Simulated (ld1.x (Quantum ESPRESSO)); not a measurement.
# Before and after: TM potential for Au

```json
{
 "Element": "gold",
 "Generator": "ld1.x (Quantum ESPRESSO) 7.5",
 "Type": "norm-conserving Troullier–Martins (Kleinman–Bylander form)",
 "Functional": "PBEsol",
 "Relativity": "scalar-relativistic",
 "Frozen core": "[Xe] 4f14",
 "Valence charge": "11",
 "Reference configuration": "5d10 6s1 6p0",
 "Partial waves": "6s (bound): rc 2.40 bohr; 6p (bound, empty): rc 2.95 bohr; 5d (bound): rc 1.45 bohr",
 "Local potential": "all-electron potential smoothed inside 1.90 bohr (lloc = -1)",
 "Core correction": "a·sin(br)/r model core inside 0.90 bohr"
}
```

All-electron outer shells of the reference configuration (PBEsol, scalar-relativistic, ld1.x):

```
shell  level (eV)  outermost node (bohr)  outermost maximum (bohr)
   4f      -81.19                      –                      0.37
   5p      -59.80                   0.52                      0.96
   5d       -6.90                   0.56                      1.21
   6s       -5.80                   1.11                      2.32
   6p       -0.70                   1.32                      3.55
```

Change: local potential all-electron potential smoothed inside 3.22 bohr (lloc = -1).

Cutoffs: the cutoffs (Ry, on a coarse ladder) from which the occupation-weighted sum of valence levels, in a spherical-Bessel basis at the reference potential, stays within 10 and 1 mRy of its value at 400 Ry; they do not see the model core or the augmentation charge, which bear on the density cutoff. Errors are all-electron minus pseudo energies relative to the spin-unpolarised reference configuration.

What does the change do?

The potential gets neither clearly harder nor softer (45 Ry and 80 Ry → 45 Ry and 80 Ry); the bound ghost in s disappears; of the 7 tests that both files solve, the error grows in 5 and shrinks in 0 by more than 15 % and 0.3 meV (median size 27.5 → 73.1 meV). In the separable form a ghost depends on how the local part lies against the semilocal potential of the channel, so the choice of the local part can create or remove one. The local part now departs from the all-electron potential out to 3.22 bohr, far beyond the d radius of 1.45 bohr, and whatever the projectors do not describe feels it: the likely cause.

```tsv
quantity	base	changed
cutoff, loose	45 Ry	45 Ry
cutoff, tight	80 Ry	80 Ry
loose cutoff by channel (10 mRy a level)	s 12 Ry, d 35 Ry	s 8 Ry, d 35 Ry
bound ghosts	s	none
error for 5d10 6s0 6p0, meV [ΔE 9.44 eV]	-17	-18
error for 5d9 6s0 6p0, meV [ΔE 30.68 eV]	-33	-109
error for 5d8 6s0 6p0, meV [ΔE 64.58 eV]	-172	-469
error for 5d10 6s0.5 6p0, meV [ΔE 3.79 eV]	-4.4	-4.8
error for 5d10 6s0 6p1, meV [ΔE 5.34 eV]	-4.1	-6.2
error for 5d9 6s2 6p0, meV [ΔE 1.67 eV]	-49	-79
error for 5d9 6s1 6p0, meV [ΔE 12.15 eV]	-27	-73
```

Base: These tests converged, but a pseudo level misses the all-electron one widely, so the file describes the atom poorly there or has found another state: 5d8 6s0 6p0: empty 6p by 4.5 eV (a node warning on the way). A true bound ghost makes a file unfit for plane-wave use even where its test errors are small: the radial tests pick states by their node count and pass the ghost by.
